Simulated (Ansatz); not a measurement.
`[F][Zr]([F])([Cl])[Cl]` + CH₃NH₂ → `[NH2][Zr]([F])([Cl])[Cl]` + `CF`  (formal exchange of groups at a Zr–F bond)

Isolated molecules relaxed with PBE0-D4/def2-TZVP in Ansatz; ΔE leaves out vibrations. CBS: MP2 limit from def2 TZ/QZ plus the TZ coupled-cluster correction, frozen cores. This one scheme is used for every species. Functionals use def2-TZVPP. B3LYP here is the variant with VWN-RPA as its local correlation; programs differ in this. Elements past krypton have def2 core potentials. For Zr outer-core shells are correlated without core-valence functions, which leaves a few kJ/mol of doubt a bond. Each species was taken in one conformer, which may not be the lowest.

`[F][Zr]([F])([Cl])[Cl]`:

```xyz
5

F     1.554    0.727    0.901
Zr    0.004    0.039    0.085
F    -1.447    0.259    1.264
Cl   -0.416    1.205   -1.888
Cl    0.304   -2.229   -0.362
```

CH₃NH₂:

```xyz
7

C    -0.407    0.355    0.178
N     0.677   -0.603    0.042
H    -0.809    0.748   -0.767
H    -0.066    1.205    0.774
H    -1.232   -0.107    0.725
H     1.457   -0.192   -0.453
H     0.379   -1.405   -0.499
```

`[NH2][Zr]([F])([Cl])[Cl]`:

Z-matrix (Å, degrees):
```
Zr
F 1 1.889
Cl 1 2.350 2 112.3
N 1 1.998 2 106.2 3 -118.6
Cl 1 2.350 2 112.3 3 122.9
H 4 1.012 1 125.7 2 180.0
H 4 1.012 1 125.1 2 -0.0
```

`CF`:

Z-matrix (Å, degrees):
```
C
F 1 1.376
H 1 1.092 2 109.1
H 1 1.092 2 109.1 3 -120.0
H 1 1.092 2 109.1 3 120.0
```

```json
{"level": "ωB97M-V", "ΔE (kJ/mol)": "114.9", "difference from CCSD(T)/CBS": "2.4"}
{"level": "revPBE", "ΔE (kJ/mol)": "117.8", "difference from CCSD(T)/CBS": "5.3"}
{"level": "BLYP", "ΔE (kJ/mol)": "115.2", "difference from CCSD(T)/CBS": "2.7"}
{"level": "PBE0", "ΔE (kJ/mol)": "115.8", "difference from CCSD(T)/CBS": "3.3"}
{"level": "B3LYP", "ΔE (kJ/mol)": "114.0", "difference from CCSD(T)/CBS": "1.5"}
{"level": "r2SCANh", "ΔE (kJ/mol)": "116.5", "difference from CCSD(T)/CBS": "4.0"}
{"level": "MP2/def2-SVP", "ΔE (kJ/mol)": "123.2", "difference from CCSD(T)/CBS": "10.7"}
{"level": "CCSD(T)/def2-SVP", "ΔE (kJ/mol)": "120.0", "difference from CCSD(T)/CBS": "7.5"}
{"level": "MP2/def2-TZVPP", "ΔE (kJ/mol)": "113.2", "difference from CCSD(T)/CBS": "0.7"}
{"level": "CCSD/def2-TZVPP", "ΔE (kJ/mol)": "110.9", "difference from CCSD(T)/CBS": "-1.6"}
{"level": "CCSD(T)/CBS", "ΔE (kJ/mol)": "112.5", "difference from CCSD(T)/CBS": "0"}
```

Largest T1 diagnostic among the species: 0.017.

At CCSD(T), def2-SVP lies +7.5 kJ/mol from the extrapolated value and def2-TZVPP −1.4 kJ/mol. Leaving LDA and LC-ωPBE aside and taking each functional with its dispersion term where it has one, the values, not all of them listed here, spread over 9.0 kJ/mol, from BHLYP-D4 to B97M-V. The D4 term adds −3.1 kJ/mol with B3LYP and −1.9 kJ/mol with PBE0; it sums over pairs of atoms, weighted by their polarisabilities, and B3LYP, whose exchange is more repulsive, gets the larger term.
